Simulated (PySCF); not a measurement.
C3H10BNO2 (SMILES CNB(OC)OC), singlet, at a GFN2-xTB geometry, with bond 17-14 at 1.4 times its length; CASSCF(6,6)/STO-3G in PySCF.

Here is a job for PySCF.
```python
from pyscf import gto, scf, mcscf
import numpy

mol = gto.Mole()
mol.atom = '''
    B     0.28515286    0.08626799   -0.15442479
    N    -1.12455647    0.10164414    0.01407054
    C    -1.99462042   -0.45624757    1.02676927
    H    -1.65379934    0.52892027   -0.72898791
    H    -2.43117748   -1.41021667    0.70554304
    H    -2.81218501    0.23812489    1.23582070
    H    -1.44582243   -0.61782149    1.94952255
    O     0.87245468    0.79162142   -1.17957116
    C     0.16718386    1.60743339   -2.07314929
    H    -0.41758497    2.37204239   -1.54923356
    H     0.90503469    2.10050364   -2.70816169
    H    -0.50689207    1.02011866   -2.70850867
    O     1.22244658   -0.56095880    0.59313656
    C     1.01261252   -1.48599473    1.62376436
    H     1.95631862   -2.01623548    1.77229485
    H     0.74722942   -0.98220063    2.55987904
    H    -0.07640383   -2.50314709    1.27218012
'''
mol.basis = 'sto-3g'
mol.verbose = 4
mol.build()

mf = scf.RHF(mol)
mf.kernel()
mc = mcscf.CASSCF(mf, 6, 6)
mc.fix_spin_(ss=0.0)
mc.kernel()
occ = numpy.linalg.eigvalsh(mc.fcisolver.make_rdm1(mc.ci, mc.ncas, mc.nelecas))[::-1]
ss = mc.fcisolver.spin_square(mc.ci, mc.ncas, mc.nelecas)[0]
print('natural occupations', occ.round(4), ' <S^2>', round(ss, 4))
```

What does PySCF print? Leave out banner, timings and long lists.


```
PySCF version 2.14.0

[INPUT] verbose = 4
[INPUT] num. atoms = 17
[INPUT] num. electrons = 56
[INPUT] charge = 0
[INPUT] spin (= nelec alpha-beta = 2S) = 0
[INPUT] symmetry False subgroup None
[INPUT] Mole.unit = angstrom
[INPUT] Symbol           X                Y                Z      unit          X                Y                Z       unit  Magmom
[...]
nuclear repulsion = 313.160677598345
number of shells = 31
number of NR pGTOs = 135
number of NR cGTOs = 45
basis = sto-3g
ecp = {}

******** <class 'pyscf.scf.hf.RHF'> ********
method = RHF
initial guess = minao
damping factor = 0
level_shift factor = 0
DIIS = <class 'pyscf.scf.diis.CDIIS'>
diis_start_cycle = 1
diis_space = 8
diis_damp = 0
SCF conv_tol = 1e-09
SCF conv_tol_grad = None
SCF max_cycles = 50
direct_scf = True
direct_scf_tol = 1e-13
Set gradient conv threshold to 3.16228e-05
Initial guess from minao.
init E= -345.073972178477
[...]
cycle= 1 E= -343.7510104171  delta_E= 1.32  |g|= 0.623  |ddm|= 4.96
[...]
cycle= 2 E= -343.877772621683  delta_E= -0.127  |g|= 0.192  |ddm|= 0.996
[...]
cycle= 3 E= -343.888736447366  delta_E= -0.011  |g|= 0.0364  |ddm|= 0.259
[...]
cycle= 4 E= -343.889372738318  delta_E= -0.000636  |g|= 0.00782  |ddm|= 0.0718
[...]
cycle= 5 E= -343.889397856569  delta_E= -2.51e-05  |g|= 0.00166  |ddm|= 0.0136
[...]
cycle= 6 E= -343.889399799211  delta_E= -1.94e-06  |g|= 0.000307  |ddm|= 0.00419
[...]
cycle= 7 E= -343.889399860823  delta_E= -6.16e-08  |g|= 6.57e-05  |ddm|= 0.000777
[...]
cycle= 8 E= -343.889399863609  delta_E= -2.79e-09  |g|= 1.94e-05  |ddm|= 0.000153
[...]
cycle= 9 E= -343.889399863857  delta_E= -2.48e-10  |g|= 4.15e-06  |ddm|= 5e-05
[...]
Extra cycle  E= -343.889399863869  delta_E= -1.18e-11  |g|= 1.76e-06  |ddm|= 8.4e-06
converged SCF energy = -343.889399863869

******** <class 'pyscf.mcscf.mc1step.CASSCF'> ********
CAS (3e+3e, 6o), ncore = 25, nvir = 14
max_cycle_macro = 50
max_cycle_micro = 4
conv_tol = 1e-07
conv_tol_grad = None
orbital rotation max_stepsize = 0.02
orbital rotation threshold for CI restart = 0.01
augmented hessian ah_max_cycle = 30
augmented hessian ah_conv_tol = 1e-12
augmented hessian ah_linear dependence = 1e-14
augmented hessian ah_level shift = 1e-08
augmented hessian ah_start_tol = 2.5
augmented hessian ah_start_cycle = 3
augmented hessian ah_grad_trust_region = 3
kf_trust_region = 3
kf_interval = 4
ci_response_space = 4
ci_grad_trust_region = 3
with_dep4 0
natorb = False
canonicalization = True
sorting_mo_energy = False
ao2mo_level = 2
internal_rotation = False
******** <class 'pyscf.fci.addons.SpinPenaltyFCISolver'> ********
max. cycles = 50
conv_tol = 1e-08
davidson only = True
linear dependence = 1e-12
level shift = 0.001
max iter space = 12
nroots = 1
pspace_size = 400
spin = None
CASCI E = -343.899011333189  S^2 = 0.0000000
Set conv_tol_grad to 0.000316228
macro iter   1 ( 21 JK    4 micro), CASSCF E = -343.918387599416  dE = -1.93762662e-02  S^2 = 0.0000000
               |grad[o]|=0.0213  |grad[c]|=0.0677  |ddm|=0.0633  |maxRot[o]|=0.164
macro iter   2 ( 21 JK    4 micro), CASSCF E = -343.931467054494  dE = -1.30794551e-02  S^2 = 0.0000000
               |grad[o]|=0.0313  |grad[c]|=0.068  |ddm|=0.036  |maxRot[o]|=0.144
macro iter   3 ( 21 JK    4 micro), CASSCF E = -343.935212438465  dE = -3.74538397e-03  S^2 = 0.0000000
               |grad[o]|=0.0184  |grad[c]|=0.0372  |ddm|=0.0168  |maxRot[o]|=0.159
macro iter   4 ( 12 JK    3 micro), CASSCF E = -343.937272735969  dE = -2.06029750e-03  S^2 = 0.0000000
               |grad[o]|=0.0113  |grad[c]|=0.00613  |ddm|=0.0209  |maxRot[o]|=0.149
macro iter   5 ( 21 JK    4 micro), CASSCF E = -343.944427183915  dE = -7.15444795e-03  S^2 = 0.0000000
               |grad[o]|=0.00947  |grad[c]|=0.0361  |ddm|=0.0776  |maxRot[o]|=0.229
macro iter   6 ( 21 JK    4 micro), CASSCF E = -343.951151816544  dE = -6.72463263e-03  S^2 = 0.0000000
               |grad[o]|=0.023  |grad[c]|=0.0767  |ddm|=0.0362  |maxRot[o]|=0.223
macro iter   7 ( 21 JK    4 micro), CASSCF E = -343.953635980793  dE = -2.48416425e-03  S^2 = 0.0000000
               |grad[o]|=0.0175  |grad[c]|=0.0504  |ddm|=0.0116  |maxRot[o]|=0.104
macro iter   8 ( 17 JK    4 micro), CASSCF E = -343.955883428863  dE = -2.24744807e-03  S^2 = 0.0000000
               |grad[o]|=0.0113  |grad[c]|=0.022  |ddm|=0.00539  |maxRot[o]|=0.0694
macro iter   9 ( 18 JK    4 micro), CASSCF E = -343.955958807886  dE = -7.53790228e-05  S^2 = 0.0000000
               |grad[o]|=0.00449  |grad[c]|=0.00899  |ddm|=0.00209  |maxRot[o]|=0.0284
macro iter  10 ( 18 JK    4 micro), CASSCF E = -343.956275572737  dE = -3.16764851e-04  S^2 = 0.0000000
               |grad[o]|=0.00303  |grad[c]|=0.00278  |ddm|=0.0013  |maxRot[o]|=0.044
macro iter  11 ( 13 JK    4 micro), CASSCF E = -343.956302423454  dE = -2.68507173e-05  S^2 = 0.0000000
               |grad[o]|=0.00132  |grad[c]|=0.00216  |ddm|=0.000582  |maxRot[o]|=0.00995
macro iter  12 (  9 JK    4 micro), CASSCF E = -343.956308740663  dE = -6.31720923e-06  S^2 = 0.0000000
               |grad[o]|=0.000894  |grad[c]|=0.00153  |ddm|=0.00041  |maxRot[o]|=0.00179
macro iter  13 (  7 JK    3 micro), CASSCF E = -343.956344380529  dE = -3.56398652e-05  S^2 = 0.0000000
               |grad[o]|=0.00086  |grad[c]|=0.00139  |ddm|=0.000373  |maxRot[o]|=0.0202
macro iter  14 (  3 JK    1 micro), CASSCF E = -343.956344437887  dE = -5.73578518e-08  S^2 = 0.0000000
               |grad[o]|=7.65e-05  |grad[c]|=7.54e-05  |ddm|=4.26e-05  |maxRot[o]|=0.000755
1-step CASSCF converged in  14 macro (223 JK  51 micro) steps
CASSCF canonicalization
Density matrix diagonal elements [1.95835211 1.94874833 1.97313474 0.06882477 0.03371195 0.01722811]
CASSCF energy = -343.956344437887
CASCI E = -343.956344437887  E(CI) = -9.77806320901112  S^2 = 0.0000000
natural occupations [1.9858 1.9834 1.9133 0.0865 0.0171 0.0138]  <S^2> 0.0
```
